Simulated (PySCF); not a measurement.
PySCF input (CCSD(T)/cc-pVDZ):

```python
from pyscf import gto, scf, mp, cc as ccmod

mol = gto.M(
    atom='''
    Si    0.79334715   -0.20873346    0.74708962
    H     1.83118120   -0.48928727   -0.33631969
    Cl   -0.76106126    0.20067975   -0.59546677
    ''',
    basis='cc-pvdz',
    charge=0,
    spin=0,
    verbose=4,
)

mf = scf.RHF(mol)
mf.conv_tol = 1e-10
mf.max_cycle = 100
mf.kernel()
mp2 = mp.MP2(mf, frozen=10).run()
cc = ccmod.CCSD(mf, frozen=10)
cc.max_cycle = 100
cc.kernel()
et = cc.ccsd_t()
print(f'E(CCSD(T)) = {cc.e_tot + et:.9f}')
```

End of the output:

```
Extra cycle  E= -749.011302957089  delta_E= 4.55e-13  |g|= 2.99e-07  |ddm|= 1.51e-06
converged SCF energy = -749.011302957089

******** <class 'pyscf.mp.mp2.RMP2'> ********
nocc = 6, nmo = 31
frozen orbitals 10
E(RMP2) = -749.226239211742  E_corr = -0.214936254653152
E(SCS-RMP2) = -749.226385662929  E_corr = -0.215082705840596
E_corr(same-spin) = -0.0494316920113686
E_corr(oppo-spin) = -0.165504562641783

******** <class 'pyscf.cc.ccsd.CCSD'> ********
CC2 = 0
CCSD nocc = 6, nmo = 31
frozen orbitals 10
max_cycle = 100
direct = 0
conv_tol = 1e-07
conv_tol_normt = 1e-05
diis_space = 6
diis_start_cycle = 0
diis_start_energy_diff = 1e+09
Init t2, MP2 energy = -749.226239211473  E_corr(MP2) -0.214936254384644
Init E_corr(CCSD) = -0.214936254384701
cycle = 1  E_corr(CCSD) = -0.236567093757599  dE = -0.0216308394  norm(t1,t2) = 0.0542396
cycle = 2  E_corr(CCSD) = -0.243074427720173  dE = -0.00650733396  norm(t1,t2) = 0.0215661
cycle = 3  E_corr(CCSD) = -0.245846788023156  dE = -0.0027723603  norm(t1,t2) = 0.0114753
cycle = 4  E_corr(CCSD) = -0.246681720577896  dE = -0.000834932555  norm(t1,t2) = 0.00409807
cycle = 5  E_corr(CCSD) = -0.246462777571117  dE = 0.000218943007  norm(t1,t2) = 0.00144879
cycle = 6  E_corr(CCSD) = -0.246469846866706  dE = -7.06929559e-06  norm(t1,t2) = 0.000330564
cycle = 7  E_corr(CCSD) = -0.246475890417416  dE = -6.04355071e-06  norm(t1,t2) = 0.000119431
cycle = 8  E_corr(CCSD) = -0.246475851567722  dE = 3.88496946e-08  norm(t1,t2) = 3.49019e-05
cycle = 9  E_corr(CCSD) = -0.246475040994736  dE = 8.10572986e-07  norm(t1,t2) = 1.45066e-05
cycle = 10  E_corr(CCSD) = -0.246474967729817  dE = 7.32649192e-08  norm(t1,t2) = 3.68934e-06
CCSD converged
E(CCSD) = -749.2577779248184  E_corr = -0.2464749677298169
CCSD(T) correction = -0.00603967867485965
E(CCSD(T)) = -749.263817603
```
